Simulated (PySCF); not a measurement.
## BHandHLYP on Al (aluminium, neutral)

Configuration: [Ne] 3s1 3p1 4s1, high-spin 4P determinant (an excited configuration). All numbers are calculated (PySCF 2.14, scalar relativity by spin-free X2C-1e, in aug-cc-pCVTZ-DK with one added diffuse shell each of s, p, d, f type (9s8p6d4f, 91 functions)).

```json
{
  "Total energy": "-242.5316 hartree",
  "One-electron energy": "-334.7503 hartree",
  "Hartree (Coulomb) energy": "110.7349 hartree",
  "Exchange-correlation energy": "-18.5163 hartree",
  "⟨S²⟩": "3.7500",
  "⟨L²⟩": "2.059",
  "Sum of ⟨r⟩": "17.64 bohr",
  "Sum of ⟨r²⟩": "80.51 bohr²",
  "Traceless quadrupole moment −½Σ⟨3z² − r²⟩ along its main axis": "0.393 e·bohr²",
  "Langevin diamagnetic susceptibility": "-63.8 ×10⁻⁶ cm³/mol"
}
```

```tsv
shell	electrons	mean orbital energy (eV)	spread (eV)	rms radius, mean of both spins (bohr)
1s α	1	-1559.8	0	0.139
1s β	1	-1559.4	0	0.139
2s α	1	-127.19	0	0.681
2s β	1	-126.61	0	0.681
2p α	3	-84.773	0.057	0.676
2p β	3	-84.352	0.381	0.676
3s α	1	-14.489	0	2.51
3p α	1	-8.232	0	3.11
4s α	1	-2.252	0	7.80
```

The outer electron is Rydberg-like, and this basis confines it to a smaller radius and binds it less than a complete one would.

Densities and radii are taken from the X2C orbitals without a picture-change correction, which distorts them close to the nucleus.
